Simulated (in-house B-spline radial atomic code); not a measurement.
Ionising the lead ion Pb²⁺ with different functionals

Computed with a radial B-spline atomic code at the basis-set limit: scalar-relativistic (spin-free X2C) Hamiltonian, Fermi nucleus of rms radius 5.5012 fm, spin-polarised at highest spin, spherical fractional occupations for the functionals, the average over the highest-spin determinants for Hartree-Fock. The ionisation energy is the difference of two self-consistent energies, [Xe] 4f14 5d10 6s2 → [Xe] 4f14 5d10 6s1, without Breit or QED terms; ε is the level of the shell that loses the electron (its least bound occupied spin orbital). There is no spin-orbit coupling in this Hamiltonian.

| method | rung | ΔSCF (eV) | -ε(6s) (eV) |
| --- | --- | --- | --- |
| Hartree-Fock | Hartree-Fock | 29.77 | 30.12 |
| HF fractional | Hartree-Fock | 29.77 | 30.12 |
| LDA VWN5 | LDA | 32.59 | 27.81 |
| LDA PW92 | LDA | 32.59 | 27.81 |
| LDA exchange-only | LDA | 31.13 | 26.47 |
| PBE | GGA | 32.11 | 27.38 |
| PBEsol | GGA | 32.15 | 27.46 |
| BLYP | GGA | 32.19 | 27.40 |
| RPBE | GGA | 31.94 | 27.24 |
| PW91 | GGA | 32.21 | 27.49 |
| BP86 | GGA | 32.27 | 27.58 |
| AM05 | GGA | 32.12 | 27.43 |
| OLYP | GGA | 31.82 | 27.13 |
| TPSS | meta-GGA | 31.83 | 27.24 |
| SCAN | meta-GGA | 32.09 | 27.86 |
| r2SCAN | meta-GGA | 31.88 | 27.60 |
| revTPSS | meta-GGA | 31.80 | 27.25 |
| PBE0 | global hybrid | 31.75 | 28.32 |
| B3LYP | global hybrid | 32.09 | 28.32 |
| TPSSh | global hybrid | 31.72 | 27.63 |
| BHandHLYP | global hybrid | 31.52 | 29.25 |
| r2SCAN0 | global hybrid | 31.66 | 28.55 |
| B97-1 | global hybrid | 31.88 | 28.10 |
| HSE06 | range-separated hybrid | 31.78 | 27.94 |
| wB97X | range-separated hybrid | 31.67 | 30.62 |
| CAM-B3LYP | range-separated hybrid | 31.98 | 29.84 |
| LC-wPBE | range-separated hybrid | 31.55 | 30.93 |

(1) Among the functionals, which spreads more, the ΔSCF values or the orbital energies?

(2) How do they compare with the NIST value?

Results:

(1) The orbital energies: ΔSCF values span about 1.46 eV and the orbital energies 4.46 eV.

(2) NIST lists 31.937 eV (measured, ground level to ground level). Errors run from -2.16 to +0.66 eV; RPBE is closest (+0.00 eV), but part of that can be cancellation, since the calculations leave out Breit-QED terms. Hartree-Fock also lacks correlation.
